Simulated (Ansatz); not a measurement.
```yaml
crystal:
  periodic: [false, false, false]
  atoms:
    - {symbol: Si, position_ang: [-1.711082, 0.774272, 0.198134]}
    - {symbol: O, position_ang: [-0.223926, 0.040662, 0.023540]}
    - {symbol: C, position_ang: [0.965654, 0.680269, -0.041995]}
    - {symbol: N, position_ang: [2.086665, 0.142255, -0.171337]}
    - {symbol: Sb, position_ang: [2.266573, -1.910104, -0.308030]}
    - {symbol: H, position_ang: [-2.690622, -0.331342, 0.211485]}
    - {symbol: H, position_ang: [-1.754312, 1.541113, 1.468682]}
    - {symbol: H, position_ang: [-1.960952, 1.695296, -0.939226]}
    - {symbol: H, position_ang: [0.887212, 1.774019, 0.029349]}
    - {symbol: H, position_ang: [0.994369, -2.160410, -1.434000]}
    - {symbol: H, position_ang: [1.205822, -2.303030, 0.983999]}
basis:
  gaussian: {orbitals: def2-SVPD, final_grid: {core_spheres: 1, valence_spheres: 1, degree: 3}}
magnetization: {spin_polarized: true, initial_magnetization: 0}
hamiltonian: {xc: {name: r2SCAN}}
correlation: {electrons: all}
scf: {lower_state_search: off}
```

```sh
$ ansatz run in.yaml --threads 4 --pin off --events-out ev --progress --plain --max-ram 10444MiB
```

Q: How does Ansatz answer? (Estimate.)

A: The calculation gave: The program refused the input.
```
Error: invalid value for `correlation`: name a method or an active space
```
